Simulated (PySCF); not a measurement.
**CH4BF3OSi2**

CH4BF3OSi2 is a carbene (divalent C1, bonded to 1 B + 1 O), neutral, triplet. The structure, one conformer, was relaxed in the gas phase by PBE0-D3(BJ)/def2-SVP. No frequency run checks that it is a minimum.

This triplet is an excited state: in a carbene with lone-pair donors on the centre (O) the singlet is known to lie well below it (the gap isn't computed here), so the molecule in its ground state shows no EPR spectrum.

SMILES: F[Si](F)(F)O[C]B[SiH3]

```xyz
12

C     1.682    0.529   -0.244
O     0.962    1.603   -0.080
Si   -0.630    2.038   -0.052
F    -1.235    1.910    1.408
F    -1.464    1.147   -1.069
F    -0.680    3.558   -0.500
B     1.462   -0.957   -0.197
Si   -0.342   -1.784    0.210
H     2.416   -1.663   -0.417
H    -0.183   -3.063    0.968
H    -1.078   -2.079   -1.061
H    -1.203   -0.871    1.030
```
Atom numbers follow the order of the file, from 1.

EPR values by unrestricted B3LYP, IGLO-III on B C F O Si, pcH-1 on H.

(1) Predict g and the largest hyperfine couplings. Where does the spin sit?

(2) How do the isotropic couplings move with BHandHLYP?

Results:

(1) g = 2.0020, 2.0025, 2.0028. The zero-field splitting dominates the spectrum: D = 0.49 cm⁻¹, |E| = 0.014 cm⁻¹ (spin-spin and spin-orbit parts, DFT, rough). The spin sits on C1 (70 %, bonded to 1 B + 1 O) by Mulliken populations.
```csv
atom,isotope,isotropic (MHz),"dipolar, principal values (MHz)"
C1,13C,183.6,"-61.0, 15.4, 45.7"
O2,17O,-65.2,"-13.0, -2.3, 15.3"
Si3,29Si,-58.3,"-5.3, 1.8, 3.5"
Si8,29Si,-30.3,"-9.0, 4.3, 4.8"
B7,11B,23.8,"-13.6, 1.6, 12.0"
F4,19F,20.5,"-7.4, -6.9, 14.3"
```

(2) C1 183.6 to 211.5 MHz, O2 -65.2 to -66.7 MHz, Si3 -58.3 to -48.4 MHz, Si8 -30.3 to -29.9 MHz.

The 2 runs behind this took 6 min in all, one thread each of Arm Neoverse V1 on a shared host, launched as `OMP_NUM_THREADS=1 python cluster_run.py task.json out`.
